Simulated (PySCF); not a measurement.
**Stationary points of H₄TeS**

Level of theory: PBE0 in PySCF with Te def2-TZVP with ECP28, S def2-TZVP, H def2-TZVP; scalar-relativistic core potentials, no spin–orbit coupling; density-fitted integrals.

Relaxations began from a few typed shapes. The search is not exhaustive: other isomers or separated fragments can lie lower, and high-lying points may rest on an excited occupation.

```csv
spin,group,bonds,angles,imaginary modes (cm⁻¹),ΔE (kJ/mol),ΔE with ZPE (kJ/mol)
singlet,C2v,"Te–H 1.700 Å (×2), Te–H 1.738 Å (×2), Te–S 2.242 Å","H–Te–H 86.7° (×4), H–Te–H 104.8°, H–Te–H 169.3°, H–Te–S 95.4° (×2), H–Te–S 127.6° (×2)",none,0.0,0.0
singlet,C4v,"Te–H 1.726 Å (×4), Te–S 2.228 Å","H–Te–H 84.6° (×4), H–Te–H 144.1° (×2), H–Te–S 107.9° (×4)",385i,12.9,–
singlet,C3v,"Te–H 1.707 Å (×3), Te–H 1.750 Å, Te–S 2.263 Å","H–Te–H 82.4° (×3), H–Te–H 118.3° (×3), H–Te–S 97.6° (×3), H–Te–S 180.0°",2 found,49.8,–
```

The lowest minimum found is the singlet C2v: Te–H 1.700 Å (×2), Te–H 1.738 Å (×2), Te–S 2.242 Å; H–Te–H 86.7° (×4), H–Te–H 104.8°, H–Te–H 169.3°, H–Te–S 95.4° (×2), H–Te–S 127.6° (×2).

Counting electrons, tellurium keeps none of its valence electrons outside its bonds, so the VSEPR class is AX5 and the expected shape is trigonal bipyramidal; with unlike ligands the computed point group is C2v.
